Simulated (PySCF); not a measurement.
Computed IR spectrum (relative IR intensity) of a molecule C4H5FO. Geometry: B3LYP-D3(BJ)/def2-SVP. One conformer was computed; it need not be the lowest. Level of theory: B3LYP-D3(BJ)/def2-SVP run with PySCF 2.14.0. Harmonic, unscaled wavenumbers; measured fundamentals usually lie a few per cent lower.

| ν (cm⁻¹) | relative intensity |
|---|---|
| 133 | 9.1 |
| 234 | 6.7 |
| 379 | 7.7 |
| 586 | 5.9 |
| 726 | 5.9 |
| 847 | 5.6 |
| 931 | 27 |
| 945 | 5.3 |
| 1019 | 40 |
| 1058 | 20 |
| 1080 | 2.8 |
| 1283 | 34 |
| 1329 | 24 |
| 1408 | 34 |
| 1467 | 19 |
| 1840 | 100 |
| 2913 | 78 |
| 3132 | 2.8 |

Q: Pick the molecule that these values belong to.
(A) C=C[C@H](F)C=O
(B) C=CO/C=C/F
(C) C=C=C(F)OC
(D) O=CC1(F)CC1

A: D, O=CC1(F)CC1
